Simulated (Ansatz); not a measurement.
H$_{7}$NSSi$_{2}$ (`N[SiH2]S[SiH3]`), relaxed with RKS PBE0-D4/def2-TZVP in Ansatz from a PBE-D4/def2-SVP geometry. The force threshold is 0.005 eV/Å; the program also tests the step.

Charge 0, multiplicity 1.

Start:

```xyz
11

N    -1.661   -1.570    1.140
Si   -0.203   -0.976    0.410
S    -0.535    0.367   -1.288
Si    1.143    1.693   -0.995
H    -2.316   -0.896    1.547
H    -2.175   -2.308    0.652
H     0.562   -2.182   -0.053
H     0.580   -0.195    1.429
H     1.064    2.407    0.328
H     1.082    2.695   -2.112
H     2.459    0.964   -1.057
```

Question: How much energy does the relaxation release, and in how many steps? (An estimate is asked.)

Answer: Computed: 1.31 kcal/mol, in 11 steps.

Question: Which bonds change most? (An estimate is asked.)

Answer: The calculation gave: Si2–S3 from 2.190 to 2.154 Å; N1–Si2 from 1.735 to 1.707 Å; S3–Si4 from 2.158 to 2.132 Å; Si4–H9 from 1.505 to 1.485 Å.

Question: Give the relaxed structure. (Estimate.)

Answer: The calculation gave: 
```xyz
11

N    -1.624   -1.530    1.110
Si   -0.206   -0.943    0.364
S    -0.582    0.418   -1.262
Si    1.115    1.673   -0.959
H    -2.278   -0.897    1.543
H    -2.094   -2.332    0.722
H     0.526   -2.126   -0.147
H     0.618   -0.194    1.349
H     0.990    2.449    0.301
H     1.166    2.600   -2.116
H     2.371    0.881   -0.903
```
